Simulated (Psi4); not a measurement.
Cl₃OSi, doublet, geometry from GFN2-xTB. Base run: B3LYP/6-31G** in Psi4.

Input for Psi4:
```
memory 2 GB

molecule mol {
0 2
O     0.044992   -0.010084    1.979471
Si    0.010409   -0.002333    0.457979
Cl    1.758129   -0.614132   -0.479551
Cl   -0.360113    1.842008   -0.418892
Cl   -1.427762   -1.221209   -0.410231
}

set {
  basis 6-31g**
  reference uks
}

energy('b3lyp')
print_variables()
```

Variants of this job, named by their change:

```csv
change,ΔE vs base (mEh),SCF cycles,grid points,basis functions,outcome
base,0.000,12,105898,91,converged
guess = sapgau,0.005,13,105898,91,converged
dft_spherical_points = 110,0.034,13,39024,91,converged
dft_nuclear_scheme = becke,-0.005,12,105674,91,converged
ints_tolerance = 1e-8,0.000,12,105898,91,converged
scf_type = dfdirj+link,-0.154,12,105898,91,converged
d_convergence = 1e-4,0.000,11,105898,91,converged
damping_percentage = 50,-,-,-,91,stopped with an error
dft_radial_points = 50,-0.004,12,71729,91,converged
dft_nuclear_scheme = stratmann,0.003,13,97547,91,converged
dft_radial_points = 35,5.757,12,50301,91,converged
d_convergence = 1e-10,0.000,31,105898,91,converged
cholesky_tolerance = 1e-3 (with scf_type cd),-13.127,13,105898,91,converged
```

Open shells are given as the SCF converged; they aren't shown to be the lowest states, and a large step between rows can be another state.

- damping_percentage = 50: ended with `Exception: ADIIS minimization failed. File a bug, and include your entire input and output files.`
